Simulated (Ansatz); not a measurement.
A structure relaxed at PBE-D4/def2-SVP in Ansatz, charge 0, singlet:

Cartesian coordinates in Å:
```
Al 3.161 0.119 1.161
N 2.310 -1.648 1.467
N 1.689 1.073 0.256
Al 1.309 0.245 -1.435
Al 0.457 -1.887 0.852
N 0.470 -1.424 -1.008
N -0.130 1.331 -2.239
Al -1.331 -1.597 -1.799
Al 0.208 1.287 1.461
N -0.543 -0.465 1.660
N -1.151 2.297 0.447
Al -1.791 1.531 -1.231
Al -2.444 -0.542 1.135
N -2.318 -0.238 -0.795
H 4.365 -0.114 0.121
H 3.411 0.774 2.608
H 2.897 -2.379 1.034
H 2.353 -1.867 2.475
H 2.100 2.007 0.076
H 2.527 0.167 -2.465
H 0.002 -3.375 1.215
H 1.004 -2.158 -1.507
H 0.240 2.233 -2.575
H -0.393 0.810 -3.100
H -1.203 -1.059 -3.338
H -1.917 -3.070 -1.566
H 0.517 2.069 2.819
H -0.584 -0.653 2.677
H -0.872 3.285 0.350
H -1.979 2.312 1.075
H -2.845 2.476 -1.972
H -3.074 -1.974 1.483
H -3.148 0.782 1.785
H -3.294 -0.347 -1.126
```

(1) Give its formula and point group.

(2) Summarise the bond lengths by kind (pairs closer than 1.2 times the sum of covalent radii, bridged metal pairs left out).

Answers

(1) Al₇N₇H₂₀, a nanocrystal cut from wurtzite AlN (hydrogen-capped). Point group Cs (tolerance 0.1 Å).

(2) 18 × Al–N 1.90 to 1.98 Å; 10 × H–N 1.03 to 1.04 Å; 10 × Al–H 1.60 to 1.63 Å.
